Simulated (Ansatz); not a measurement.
The lowest singlet and triplet of CH4Si (SMILES C=[SiH2]); geometries from B3LYP-D3(BJ)/def2-TZVP, each state relaxed from the structure named, with no frequency check.
Singlet at the triplet's geometry (charge 0, multiplicity 1):
| atom | x (Å) | y (Å) | z (Å) |
|---|---|---|---|
| C | -1.2142 | -0.1070 | 0.1504 |
| Si | 0.5950 | 0.0878 | -0.1527 |
| H | -1.9714 | 0.1890 | -0.5659 |
| H | -1.6057 | -0.5319 | 1.0709 |
| H | 1.3024 | -1.2235 | -0.1281 |
| H | 1.2305 | 0.9793 | 0.8581 |

A positive gap puts the triplet lower; no zero-point energy. R- takes a restricted singlet. U- takes an unrestricted singlet (broken symmetry where lower, unprojected). The triplet is unrestricted in single-reference levels. Active spaces average the two states.

Correlated levels freeze the cores.

Codes used: Ansatz (a first-principles code). Values without a source in brackets are computed.

| level | gap E(singlet) − E(triplet), vertical, at the triplet's geometry (kcal/mol) |
|---|---|
| R-HF/cc-pV(D+d)Z | 65.94 |
| U-PBE0/def2-TZVPP (spin-contaminated) | 0.43 |
| R-BHLYP/def2-TZVPP | ___ |
| U-wB97M-V/def2-TZVPP (spin-contaminated) | ___ |
| R-CCSD/cc-pV(D+d)Z | 19.09 |
| R-CCSD(T)/cc-pV(D+d)Z | 2.81 |
| R-CCSD(T)/cc-pV(T+d)Z | 4.38 |
| SC-NEVPT2 on SA-CASSCF(2,2)/cc-pV(T+d)Z | 1.45 |
| FIC-MRCISD+Q on SA-CASSCF(2,2)/cc-pV(T+d)Z | 1.48 |

Q: Some entries are withheld; supply them.

A: 
- R-BHLYP/def2-TZVPP, gap E(singlet) − E(triplet), vertical, at the triplet's geometry (kcal/mol): 37.79
- U-wB97M-V/def2-TZVPP (spin-contaminated), gap E(singlet) − E(triplet), vertical, at the triplet's geometry (kcal/mol): 0.91

Doubts at one or more of the structures used: a restricted determinant that unrestricted orbitals would lower (R-HF/cc-pV(D+d)Z, R-BHLYP/def2-TZVPP, R-CCSD/cc-pV(D+d)Z, R-CCSD(T)/cc-pV(D+d)Z, R-CCSD(T)/cc-pV(T+d)Z); other coupled-cluster roots lie near (R-CCSD/cc-pV(D+d)Z, R-CCSD(T)/cc-pV(D+d)Z, R-CCSD(T)/cc-pV(T+d)Z).
